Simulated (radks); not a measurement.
The numbers below are computed, except where a source is named.
Question: Ionisation of the lutetium ion Lu2+, [Xe] 4f14 6s1, to Lu3+, [Xe] 4f14, under several functionals. Non-relativistic Kohn-Sham, spin-polarised, spherical densities, point nucleus; open shells are filled with parallel spins first (spin-orbit coupling, left out, can overturn this in heavy ions); a radial shooting solver on a logarithmic mesh with Libxc functionals. Known Delta-SCF values: BP86 19.838 eV; r2SCAN 19.446 eV; MS2 meta-GGA 19.719 eV. What does LDA (Slater exchange, Perdew-Zunger correlation) give, and what is its highest occupied eigenvalue?

Answer: 20.040 eV by Delta-SCF; the 6s eigenvalue is -17.057 eV. NIST: 20.959 eV (measured).

Beside tabulated values, note that relativity, absent from the non-relativistic runs, is large for the heavy elements.
